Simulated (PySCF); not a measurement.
## Argon: a sound run and one with changed settings

Sound run: Ar⁺ [Ne] 3s2 3p5, Ar²⁺ [Ne] 3s2 3p4. Calculation: PySCF 2.14, in aug-cc-pV(D+d)Z (5s4p3d, 32 functions); the non-relativistic Hamiltonian (point nucleus). The sound run starts from symmetry-adapted Hartree-Fock orbitals and uses a fine grid where one is needed.

A second run was set up differently.

```csv
species,method,sound run (hartree),changed run (hartree),converged
Ar⁺,UHF,-526.26171,-526.26171,yes
Ar⁺,PBE,-526.74298,-526.78419,yes
Ar⁺,MN15,-526.85059,-527.26920,yes
Ar²⁺,UHF,-525.29165,-525.29165,yes
Ar²⁺,PBE,-525.72793,-525.74735,yes
Ar²⁺,MN15,-525.82780,-526.25300,yes
```

Ionisation energy of Ar⁺:

| method | sound run (eV) | changed run (eV) |
| --- | --- | --- |
| UHF | 26.397 | 26.397 |
| PBE | 27.621 | 28.214 |
| MN15 | 27.831 | 27.652 |

Task: What was changed?
A. a valence shell is frozen
B. radial grid too coarse
C. all electrons correlated in a valence basis
D. level shift left on

Result: B. It used radial step 0.8 in ln r (0.13 in the sound run). A coarse radial grid mis-integrates the density and the exchange-correlation energy, with errors of either sign; Hartree-Fock needs no grid.
